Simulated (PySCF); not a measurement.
## Computed spin Hamiltonian

Compound: C6H9O2 (doublet state).
Structure used (GFN2-xTB), in Å, numbered top down from 1:
```xyz
17
C6H9O2 angstrom
C     -2.0803    0.7125    0.6761
C     -1.0763    0.5714   -0.4690
C      0.1270   -0.2325   -0.0599
C     -0.0693   -1.6997    0.1538
C      1.2989    0.3633    0.1071
O      2.4471   -0.3656    0.5038
C      3.5833    0.2172    0.6277
O      3.9800    1.3400    0.4861
H     -2.9171    1.3313    0.3626
H     -1.6078    1.1804    1.5362
H     -2.4671   -0.2572    0.9771
H     -1.5626    0.0773   -1.3132
H     -0.7609    1.5646   -0.7913
H     -0.7377   -1.8716    0.9961
H      0.8780   -2.1899    0.3564
H     -0.5231   -2.1471   -0.7293
H      1.4811    1.4174   -0.0436
```

The hyperfine couplings belong to this conformer and change with its torsions.

As a line formula: `C/C(=C\O[C]=O)CC` [radical].

Theory: UKS B3LYP, pcH-1 on C H O, non-relativistic, mean-field spin-orbit, GIAO in PySCF 2.14.0. Geometry: GFN2-xTB, one conformer, isolated molecule. A GFN2-xTB geometry isn't a minimum of the functional, and hyperfine couplings can be far from their values at a DFT geometry. The SCF solution wasn't tested for stability.

```
g1, g2, g3 : 1.99795, 2.00170, 2.00405
g_iso      : 2.00123
Form of g  : rhombic: the two nearest values differ by 39 % of g3 − g1
⟨S²⟩       : 0.7531 (exact 0.7500)
```

Hyperfine couplings atom by atom, in G; T1 to T3 are the principal values of the dipolar part; ρ(0) is the spin density at the nucleus (MHz turned into gauss with g_iso; 10 G = 1 mT):

```
atom  isotope  a_iso     T1     T2    T3  Mulliken spin population  ρ(0) (bohr⁻³)
  C1      13C   -0.3    0.0    0.0   0.1                      0.00        -0.0008
  C2      13C    2.3   -0.3   -0.2   0.5                      0.01         0.0057
  C3      13C   -0.4   -1.2    0.1   1.0                     -0.02        -0.0010
  C4      13C    0.9   -0.2   -0.1   0.3                      0.00         0.0021
  C5      13C   12.1   -2.8   -2.1   4.9                      0.08         0.0300
  O6      17O  -96.1   -6.4    2.5   3.8                      0.00         0.4441
  C7      13C  221.9  -18.7  -15.5  34.2                      0.71         0.5529
  O8      17O  -20.4  -35.5   16.3  19.2                      0.22         0.0941
  H9       1H    0.2   -0.1   -0.1   0.2                      0.00         0.0001
 H10       1H    0.1   -0.2   -0.2   0.4                      0.00         0.0000
 H11       1H    0.0   -0.1   -0.1   0.2                      0.00         0.0000
 H12       1H    0.0   -0.2   -0.1   0.4                      0.00         0.0000
 H13       1H    0.0   -0.4   -0.2   0.5                      0.00         0.0000
 H14       1H   -0.6   -0.3   -0.2   0.5                      0.00        -0.0004
 H15       1H   -0.1   -0.6   -0.5   1.1                      0.00        -0.0001
 H16       1H   -0.5   -0.2   -0.2   0.5                      0.00        -0.0003
 H17       1H    0.2   -2.1    0.5   1.6                      0.00         0.0001
```

The largest Mulliken spin populations are on C7 (+0.71), O8 (+0.22) and C5 (+0.08).

Under fast tumbling the dipolar parts average out, and these isotropic splittings remain: 3 × 1H (H14/H15/H16, I = 1/2, 4 lines) with 0.04 mT.

Nuclei that the bonding pattern makes equivalent are averaged, as if the motion that swaps them (rotation, inversion, ring flip) were fast.

The 13C coupling of C7 (621.6 MHz) shows only in satellite lines or after enrichment, since that isotope makes up about 1.07 % of natural carbon.

The 17O coupling of O6 (-269.2 MHz) shows only in satellite lines or after enrichment, since that isotope makes up about 0.038 % of natural oxygen.
